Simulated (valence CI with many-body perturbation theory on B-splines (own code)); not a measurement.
# Nb²⁶⁺: key properties

Level of theory: configuration interaction combined with many-body perturbation theory (CI+MBPT): five valence electrons over a frozen Dirac-Fock core [Ne], a basis of 11 s, 11 p, 10 d, 8 f, 5 g, 2 h functions for each j, with the one-electron correlation potential Σ1 (screened to all orders), the two-electron term Σ2, the three-electron term Σ3, Breit, model QED; selected single and double excitations, second order for the rest, scaled by the run's own slope (own B-spline code, finite nucleus).

The last digits are not significant, and no measured levels were compared; by estimate large intervals hold to a few tenths of a per cent, small ones and those within an open d or f shell to about a per cent. Among the levels kept, up to 3700 cm⁻¹ of a level comes from second order outside the variational space, and about a tenth of that is noise between levels of different J, which matters for small intervals.

Levels are named by their leading jj configuration (3d3/2^4 stands for four electrons in 3d with j = 3/2), which in mixed levels can hold well under half, so a name can repeat and another be missing.

Rates and lifetimes use the calculated energies. Strong lines usually hold to 10 to 20 %, long lifetimes can be off by a factor of two.

Q: What is the ground level?

A: (3s^2 3p1/2^2 3p3/2) J=3/2, composition 49 % 3s2 3p3 4S° + 32 % 3s2 3p3 2P° + 17 % 3s2 3p3 2D°, g = 1.574.

Q: How well does LS coupling describe the low levels?

A: Among the lowest 20 levels the leading LS term, summed over configurations, holds 62 % on average. For single configurations the figures are 55 % in LS and 65 % in jj coupling. Terms mix most in the J = 3/2 level at 104.61 eV, where the leading one holds 35 %.

Q: Where does the other parity begin?

A: At (3s 3p1/2^2 3p3/2^2) J=5/2, 84.60 eV.

Q: Name the longest-lived excited levels whose lifetime is computed, and their main decay.

A: (3s^2 3p1/2 3p3/2^2) J=5/2 at 22.40 eV lives 88.6 μs, mostly by M1 to (3s^2 3p1/2^2 3p3/2) J=3/2; (3s^2 3p1/2 3p3/2^2) J=3/2 at 17.24 eV lives 17.5 μs, mostly by M1 to (3s^2 3p1/2^2 3p3/2) J=3/2; (3s^2 3p1/2 3p3/2^2) J=1/2 at 29.28 eV lives 12.6 μs, mostly by M1 to (3s^2 3p1/2^2 3p3/2) J=3/2. The lifetime of (3s^2 3p1/2 3p3/2 3d5/2) J=9/2 is too uncertain to give, and may be longer.

Q: Among levels below 301.29 eV, which E1 lines absorb most strongly from the ground level?

A: to (3s^2 3p1/2 3p3/2 3d3/2) J=5/2 at 8.782 nm, f = 0.274; to (3s^2 3p1/2 3p3/2 3d3/2) J=3/2 at 8.837 nm, f = 0.185; to (3s^2 3p1/2 3p3/2 3d3/2) J=1/2 at 8.590 nm, f = 0.108.
